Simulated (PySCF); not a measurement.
In(Cl)2(OAc) (C2H3Cl2InO2), SMILES C(C)([O][In]([Cl])[Cl])=O.

Geometry: PBE-D3(BJ)/def2-SVP. The def2 effective core potentials stand for the cores of In; spin–orbit coupling is left out. The values are those of a single conformer.

The numbers are results of PBE-D3(BJ)/def2-SVP in PySCF, not measurements.

Frequencies are harmonic and unscaled.

```csv
mode,ν (cm⁻¹),IR (km/mol),moving atoms (share of kinetic energy)
1,10,0.9,H 98 %
2,53,0.2,"Cl 43 %, C 32 %, In 13 %, H 12 %"
3,83,8.5,"Cl 79 %, In 13 %"
4,85,6.0,"Cl 45 %, In 43 %"
5,89,0.1,"O 87 %, Cl 12 %"
6,174,18.0,"O 53 %, C 22 %, H 12 %"
7,224,8.5,"O 55 %, C 25 %, H 14 %"
8,289,8.8,"Cl 30 %, O 27 %, C 26 %, In 12 %"
9,357,49.4,"Cl 62 %, In 28 %"
10,385,54.6,"Cl 68 %, In 32 %"
11,463,0.0,"O 68 %, H 19 %, C 12 %"
12,601,7.6,"C 46 %, H 33 %, O 21 %"
13,703,42.6,"O 56 %, C 34 %, H 10 %"
14,958,3.0,"O 66 %, C 25 %, H 9 %"
15,982,2.3,"H 65 %, C 24 %, O 11 %"
16,1014,9.6,"H 49 %, C 48 %"
17,1310,1.1,"H 78 %, C 19 %"
18,1375,42.7,H 92 %
19,1392,32.6,"H 88 %, C 9 %"
20,1452,194.9,"C 69 %, O 21 %, H 9 %"
21,1536,192.2,"C 67 %, O 28 %"
22,2999,0.0,H 97 %
23,3090,1.5,"H 91 %, C 9 %"
24,3132,0.3,"H 90 %, C 10 %"
```
